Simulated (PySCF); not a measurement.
B(F)(Br)(Et) (C2H5BBrF), SMILES C(C)B(F)Br. Atoms are numbered in the order given.

```xyz
10

B      0.2954    -0.4638     0.0000
F      1.5933    -0.7577     0.0000
Br    -0.1610     1.4193     0.0000
C     -0.8117    -1.5738     0.0000
C     -0.3080    -3.0218     0.0000
H     -1.4743    -1.3735    -0.8732
H     -1.4743    -1.3735     0.8732
H      0.3162    -3.2353     0.8910
H      0.3162    -3.2353    -0.8910
H     -1.1470    -3.7460     0.0000
```
Charge 0, spin multiplicity 1.

The structure is a stationary point at PBE-D3(BJ)/def2-SVP. The structure was generated by enumeration, and PubChem lists no compound with its InChIKey, so it may never have been made. One conformer was computed; it need not be the lowest.

Two levels are set side by side: PBE/pcSseg-1 (PySCF) and HF/pcSseg-1 (PySCF). GIAO shifts against BF3 (¹¹B), CFCl3 (¹⁹F), TMS (¹H), TMS (¹³C) at the same level; non-relativistic, no solvent, atoms listed together averaged. Without spin–orbit terms, shifts of atoms bonded to Cl or Br come out too high at both levels. Differences are taken from unrounded values.

| quantity | HF | PBE | PBE minus HF |
|---|---|---|---|
| δ(¹¹B) of B1 (ppm) | 40.4 | 42.7 | 2.3 |
| δ(¹⁹F) of F2 (ppm) | 1.9 | -7.3 | -9.2 |
| δ(¹³C) of C4 (ppm) | 19.9 | 26.1 | 6.2 |
| δ(¹³C) of C5 (ppm) | 11.8 | 12.4 | 0.5 |
| δ(¹H) of H6, H7 (ppm) | 1.83 | 2.10 | 0.27 |
| δ(¹H) of H8, H9, H10 (ppm) | 1.64 | 1.51 | -0.13 |

Rough cost on one machine, each run with all the roots and properties that it gave: HF against PBE within a factor of 2.
